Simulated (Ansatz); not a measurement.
The same substitution along the group F, Cl, I.

Calculated with Ansatz (gas phase, PBE0-D4/def2-TZVP geometries, no zero-point term in ΔE). CCSD(T)/CBS adds triple-zeta CCSD(T) − MP2 to the extrapolated MP2 energy (def2 sets, frozen cores). This one scheme is used for every species. Functionals use def2-TZVPP. Elements past krypton have def2 core potentials. For Ge, I, Se outer-core shells are correlated without core-valence functions, which leaves a few kJ/mol of doubt a bond. Scalar relativity is left out up to krypton. One conformer a species, not always the lowest.

```
                                                reaction  CCSD(T)/CBS(def2) (kcal/mol)
  `C=CC(=C)F` + `[GeH3][SeH]` → `C=C[Se][GeH3]` + `C=CF`                           9.2
`C=CC(=C)Cl` + `[GeH3][SeH]` → `C=C[Se][GeH3]` + `C=CCl`                             ?
  `C=CC(=C)I` + `[GeH3][SeH]` → `C=C[Se][GeH3]` + `C=CI`                           8.5
```

Task: Fill in the missing values. (An estimate is asked.)

Result: Computed: `C=CC(=C)Cl` + `[GeH3][SeH]` → `C=C[Se][GeH3]` + `C=CCl`: +8.5 kcal/mol.

Largest T1 diagnostic: 0.012, for `C=CF`.
